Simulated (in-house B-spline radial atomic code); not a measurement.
A radial electron density 4πr²n(r) was computed for an atom or ion in its tabulated ground configuration with an all-electron radial atomic-structure program (B-spline basis); method: Dirac-Kohn-Sham BHandHLYP, spherical fractional occupations. Columns: r (bohr), 4πr²n(r) (electrons per bohr), bar.

```
0.000697    1.305 #
0.000784      1.6 #
0.000881    1.955 #
0.000991    2.389 ##
 0.00111    2.895 ##
 0.00125    3.533 ##
 0.00141    4.314 ###
 0.00158      5.2 ####
 0.00178    6.306 ####
   0.002    7.594 #####
 0.00225    9.133 ######
 0.00253    10.94 #######
 0.00285    13.08 #########
  0.0032    15.49 ##########
  0.0036    18.31 ############
 0.00405    21.51 ###############
 0.00455    25.07 #################
 0.00512    29.07 ####################
 0.00576    33.41 #######################
 0.00647       38 ##########################
 0.00728    42.84 #############################
 0.00819    47.74 ################################
  0.0092    52.44 ###################################
  0.0103    56.66 ######################################
  0.0116    60.48 #########################################
  0.0131    63.39 ###########################################
  0.0147    64.94 ############################################
  0.0165    65.04 ############################################
  0.0186    63.42 ###########################################
  0.0209    60.09 #########################################
  0.0235    55.08 #####################################
  0.0265    48.46 #################################
  0.0297    41.22 ############################
  0.0334    33.31 #######################
  0.0376    25.46 #################
  0.0423    18.36 ############
  0.0475    12.46 ########
  0.0535    7.756 #####
  0.0601    4.486 ###
  0.0676    2.346 ##
   0.076    1.106 #
  0.0855   0.4601
```

Q: Which atom or ion is it?
A. Ce57+
B. Ce56+
C. La56+
D. Pm57+

A: B. The area under the curve, ∫4πr²n dr = ∫r·4πr²n d(ln r) on this logarithmic grid, is 2 electrons, which only this option has. The configuration is 1s2.
